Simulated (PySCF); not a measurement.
Radial density of B²⁺ (boron, charge +2)

B97-3, [He] 2s1, 2S determinant. All numbers are calculated (PySCF 2.14, the non-relativistic Hamiltonian (point nucleus), in aug-cc-pVQZ with one added diffuse shell each of s, p, d, f, g type (7s6p5d4f3g, 105 functions)).

| r (bohr) | 4πr²ρ (e/bohr) | 4πr²(ρα − ρβ) |
| --- | --- | --- |
| 0.00493 | 0.02081 | 0.0008 |
| 0.00829 | 0.05683 | 0.0021 |
| 0.0140 | 0.1521 | 0.0055 |
| 0.0235 | 0.3911 | 0.0141 |
| 0.0395 | 0.9443 | 0.0336 |
| 0.0664 | 2.046 | 0.0710 |
| 0.112 | 3.713 | 0.1212 |
| 0.188 | 5.025 | 0.1368 |
| 0.316 | 4.202 | 0.0518 |
| 0.531 | 1.649 | 0.0150 |
| 0.894 | 0.5866 | 0.4031 |
| 1.50 | 0.6682 | 0.6655 |
| 2.53 | 0.1877 | 0.1877 |
| 4.25 | 0.003984 | 0.0040 |
| 7.15 | 1.625e-05 | 0.0000 |
